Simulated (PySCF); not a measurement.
Unrelated species, one level of theory. Theory: TDDFT PBE0/def2-SVPD, vertical, gas phase, core orbitals frozen in the response in PySCF. Geometries: GFN2-xTB; one conformer of each isolated species. Triplets are in the Tamm–Dancoff approximation. Ions are computed without counter-ions or solvent.

Question: Rank by computed S1–T1 gap, lowest first.
A. `C=C(C)P(C)CP`
B. `C[C@@H]1[C@H]2CCC[C@@H]12`
C. `C(/C)=C(\CC=C)C`
D. `N#CC1=CC=CN1[SiH3]`
E. `CC(=O)C(=O)C[SiH2]O`
F. `Cc1snnc1Cl`
G. `COC([SiH3])[SiH3]`
H. `C[S+](C)C`

Answer: B (0.10 eV), G (0.29 eV), E (0.55 eV), F (0.77 eV), A (0.94 eV), H (1.31 eV), C (1.66 eV), D (1.82 eV).

| SMILES | S1−T1 (eV) | S1 (eV) | T1 (eV) | S1 mainly | T1 mainly | f(S1) |
| --- | --- | --- | --- | --- | --- | --- |
| C[C@@H]1[C@H]2CCC[C@@H]12 | 0.10 | 7.28 | 7.18 | H→L (96%) | H→L (92%) | 0.008 |
| COC([SiH3])[SiH3] | 0.29 | 6.10 | 5.81 | H→L (91%) | H→L (62%) | 0.041 |
| CC(=O)C(=O)C[SiH2]O | 0.55 | 3.05 | 2.50 | H→L (98%) | H→L (97%) | 0.001 |
| Cc1snnc1Cl | 0.77 | 4.14 | 3.37 | H→L (67%) | H→L (63%) | 0.002 |
| C=C(C)P(C)CP | 0.94 | 5.13 | 4.20 | H→L (97%) | H-2→L (65%) | 0.013 |
| C[S+](C)C | 1.31 | 8.32 | 7.02 | H→L/L+1 (≥95%) | H→L/L+1 (≥96%) | 0.062 |
| C=CC/C(C)=C/C | 1.66 | 5.89 | 4.23 | H→L (92%) | H→L (61%) | 0.131 |
| N#Cc1cccn1[SiH3] | 1.82 | 5.43 | 3.61 | H→L+1 (88%) | H→L (95%) | 0.000 |

H and L stand for HOMO and LUMO. A slash joins orbitals within 0.01 eV of each other, whose weights are summed (≥ marks a lower bound). For `C=C(C)P(C)CP` and `N#Cc1cccn1[SiH3]` the leading configurations of S1 and T1 differ. Singlets come from full response and triplets from the Tamm–Dancoff approximation.
